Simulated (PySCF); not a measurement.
Isomers of C3H7FSi2, one GFN2-xTB conformer each. Single-point energies are computed at PBE0/pcSseg-1 (PySCF, gas phase, no added dispersion term), electronic only.

**Question.** Rank them by PBE0/pcSseg-1 energy, lowest first (kJ/mol).
A. `[CH:1]#[C:2][SiH2:3][CH2:4][SiH2:5][F:6]` with C2–Si3–C4–Si5 -64°, Si3–C4–Si5–F6 -56°
B. `F[SiH2]C#CC[SiH3]`

**Answer.** A (0.0), B (14.5).

GFN2-xTB itself gives, in the same order: 56.1, 0.0. GFN2-xTB puts F[SiH2]C#CC[SiH3] lowest instead.

**Question.** Which frontier levels, dipoles and rotational constants go with these structures?

**Answer.** 
```
           SMILES  HOMO (eV, PBE0/pcSseg-1)  LUMO (eV)  dipole (D)       A, B, C (MHz)
C#C[SiH2]C[SiH2]F                     -8.27      -0.09        2.02    3469, 1232, 1099
F[SiH2]C#CC[SiH3]                     -7.72      -0.51        2.82  6150, 723.7, 680.3
```
